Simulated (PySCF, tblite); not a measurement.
Isomers of C2H6OSi, one GFN2-xTB conformer each. Single-point energies are computed at PBE0/pcSseg-1 (PySCF, gas phase, no added dispersion term), electronic only.

**Question.** Rank them by PBE0/pcSseg-1 energy, lowest first (kcal/mol).
A. `C1[SiH2]CO1`
B. `CC(=O)[SiH3]`

**Answer.** B (0.0), A (21.0).

As drawn, the lower has a C=O bond, which the higher lacks; the higher has a four-membered ring, which the lower lacks. GFN2-xTB itself gives, in the same order: 0.0, 13.6. Both levels put the same isomer lowest.

**Question.** Which frontier levels, dipoles and rotational constants go with these structures?

**Answer.** 
```
      SMILES  HOMO (eV, PBE0/pcSseg-1)  LUMO (eV)  dipole (D)      A, B, C (MHz)
CC(=O)[SiH3]                     -6.87      -1.08        2.54   9375, 4230, 3073
 C1OC[SiH2]1                     -7.08      -0.09        2.07  10381, 6084, 4233
```

**Question.** What happens when harmonic zero-point energies from GFN2-xTB frequencies are added?

**Answer.** 
```tsv
SMILES	ZPE (kcal/mol)	electronic (kcal/mol)	with ZPE (kcal/mol)
CC(=O)[SiH3]	43.1	0.0	0.0
C1OC[SiH2]1	45.4	21.0	23.2
```

The zero-point energies span 2.3 kcal/mol. The order is unchanged.
